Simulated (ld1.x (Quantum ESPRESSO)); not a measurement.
## Co: one change to an RRKJ potential, before and after

cobalt, norm-conserving RRKJ (Kleinman–Bylander form), made with ld1.x (Quantum ESPRESSO) 7.5 (PBE, scalar-relativistic). Core [Ar], reference 3d7 4s1.75 4p0.25. Waves: 4p (bound): rc 2.40 bohr; 3d (bound): rc 1.80 bohr; 4s (bound): rc 1.70 bohr. Local part: the s channel. Core correction: none.

All-electron outer shells of the reference configuration (PBE, scalar-relativistic, ld1.x):

```json
{"shell": "3s", "level (eV)": "-102.91", "outermost node (bohr)": "0.31", "outermost maximum (bohr)": "0.66"}
{"shell": "3p", "level (eV)": "-66.14", "outermost node (bohr)": "0.28", "outermost maximum (bohr)": "0.68"}
{"shell": "3d", "level (eV)": "-8.69", "outermost node (bohr)": "–", "outermost maximum (bohr)": "0.66"}
{"shell": "4s", "level (eV)": "-5.79", "outermost node (bohr)": "0.96", "outermost maximum (bohr)": "2.32"}
{"shell": "4p", "level (eV)": "-1.52", "outermost node (bohr)": "1.05", "outermost maximum (bohr)": "3.21"}
```

Change: all radii scaled by about 0.95 (s 1.60, p 2.28, d 1.70 bohr).

Cutoffs: the cutoffs (Ry, on a coarse ladder) from which the occupation-weighted sum of valence levels, in a spherical-Bessel basis at the reference potential, stays within 10 and 1 mRy of its value at 400 Ry; they do not see the model core or the augmentation charge, which bear on the density cutoff. Errors are all-electron minus pseudo energies relative to the spin-unpolarised reference configuration.

Q: How do hardness, ghosts and transferability respond?

A: The potential gets harder (55 Ry and 90 Ry → 70 Ry and 100 Ry); of the 7 tests that both files solve, the error grows in 4 and shrinks in 0 by more than 15 % and 0.3 meV (median size 17.9 → 25.7 meV); neither file shows a bound ghost. A smaller radius makes the pseudo-wave follow the all-electron one further in, where it bends more sharply, so more plane waves are needed. That the errors move this way runs against the usual rule that smaller radii transfer better.

```csv
quantity,base,changed
"cutoff, loose",55 Ry,70 Ry
"cutoff, tight",90 Ry,100 Ry
loose cutoff by channel (10 mRy a level),"p 6 Ry, d 50 Ry, s 18 Ry","p 6 Ry, d 55 Ry, s 21 Ry"
bound ghosts,none,none
"error for 3d7 4s2 4p0, meV [ΔE -1.06 eV]",+0.3,+0.4
"error for 3d7 4s1 4p0, meV [ΔE 7.97 eV]",+7.8,+8.5
"error for 3d7 4s0 4p0, meV [ΔE 24.76 eV]",+80,+89
"error for 3d7 4s0 4p1, meV [ΔE 13.34 eV]",+21,+26
"error for 3d8 4s0 4p0, meV [ΔE 5.41 eV]",-70,-98
"error for 3d6 4s2 4p0, meV [ΔE 14.12 eV]",-18,-32
"error for 3d7 4s1 4p1, meV [ΔE 3.29 eV]",+1.7,+2.4
```
